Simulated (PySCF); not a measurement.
Start geometry of `O=c1cc(O)c1=O` from GFN2-xTB (Å):
```
atom  x, y, z in Å
O1    -2.572   -0.235    0.131
C2    -1.381   -0.164    0.078
C3    -0.243   -1.085    0.251
C4     0.689   -0.117    0.002
O5     2.004   -0.106   -0.042
C6    -0.345    0.947   -0.206
O7    -0.302    2.113   -0.472
H8    -0.175   -2.129    0.486
H9     2.337    0.781   -0.253
```

**Question.** What comes out of this run: PySCF 2.14.0, CAM-B3LYP/def2-SVP geometry optimisation, gas phase?

**Answer.** 
```
atom  x, y, z in Å
O1    -2.2744   -0.4526   -1.1545
C2    -1.2249   -0.2833   -0.6163
C3    -0.1709   -1.1365    0.0056
C4     0.6130   -0.0726    0.3325
O5     1.7727    0.0699    0.9271
C6    -0.3302    0.9474   -0.2472
O7    -0.3059    2.1355   -0.3395
H8    -0.0683   -2.2117    0.1388
H9     1.9950    1.0142    0.9674
```

The energy falls by 2.0 kJ/mol over 7 energy and gradient evaluations, the largest force component goes from 0.0178 to 3.1e-04 Eh/bohr, and the atoms move by 0.027 Å rms after alignment. The bond that changes most is C2–C6 (both ends ring carbonyl carbon), which lengthens by 0.020 Å. Bonds longer at the end by more than 0.005 Å: 4 of 9; shorter: 0. Rotational constants go from 4918, 2515, 1664 to 4889, 2514, 1660 MHz. The orientation of the end geometry is arbitrary; only internal coordinates are fixed.

The run used 108 basis functions and 61 SCF cycles in all. Time: 32 s of wall time; peak memory 0.48 GiB. Hardware: Arm Neoverse V1, one thread, shared host with 32 logical CPUs at a one-minute load of 16.

Stationary, but not proved a minimum. One conformer, not necessarily the lowest.
